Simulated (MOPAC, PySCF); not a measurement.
CH$_{6}$B$_{2}$O, SMILES `BC(B)O`, neutral singlet in the gas phase. 

Cartesian coordinates (Å):
SMILES: BC(B)O
```xyz
10

B      1.4395     0.1316    -0.0931
C     -0.0370    -0.3151    -0.2371
B     -0.9948     0.7758     0.2889
O     -0.2780    -1.6715     0.1162
H      1.7715     1.1732    -0.5633
H      2.2237    -0.5615     0.4710
H     -0.1785    -0.1519    -1.3392
H     -1.8699     0.4855     1.0490
H     -0.8824     1.8969    -0.0900
H     -1.1941    -1.7629     0.3976
```
Charge 0, multiplicity 1.

All levels are single points at this geometry (B3LYP-D3(BJ)/def2-TZVP); Pople sets use spherical d functions. Orbital energies aren't observables, and empty levels follow the basis.

PM7 in MOPAC gives HOMO (eV) = -10.35.

Problem. Estimate the HOMO (eV) from each of these levels: B3LYP-D3(BJ)/def2-TZVP in PySCF; M06-2X/def2-TZVP in PySCF; PBE-D3(BJ)/def2-TZVP in PySCF; B3LYP/3-21G in PySCF; B3LYP/6-311+G** in PySCF; BP86/6-31G* in PySCF; M06-2X/6-31G* in PySCF; SVWN5/6-31G* in PySCF; HF/3-21G in PySCF; HF/6-31G* in PySCF; PM3 in MOPAC; PM6 in MOPAC.

Solution. 
```json
[
 {"level": "B3LYP-D3(BJ)/def2-TZVP in PySCF", "HOMO (eV)": "-7.81"},
 {"level": "M06-2X/def2-TZVP in PySCF", "HOMO (eV)": "-9.62"},
 {"level": "PBE-D3(BJ)/def2-TZVP in PySCF", "HOMO (eV)": "-6.51"},
 {"level": "B3LYP/3-21G in PySCF", "HOMO (eV)": "-6.91"},
 {"level": "B3LYP/6-311+G** in PySCF", "HOMO (eV)": "-7.86"},
 {"level": "BP86/6-31G* in PySCF", "HOMO (eV)": "-6.14"},
 {"level": "M06-2X/6-31G* in PySCF", "HOMO (eV)": "-9.26"},
 {"level": "SVWN5/6-31G* in PySCF", "HOMO (eV)": "-6.17"},
 {"level": "HF/3-21G in PySCF", "HOMO (eV)": "-11.52"},
 {"level": "HF/6-31G* in PySCF", "HOMO (eV)": "-11.76"},
 {"level": "PM3 in MOPAC", "HOMO (eV)": "-11.17"},
 {"level": "PM6 in MOPAC", "HOMO (eV)": "-10.26"}
]
```
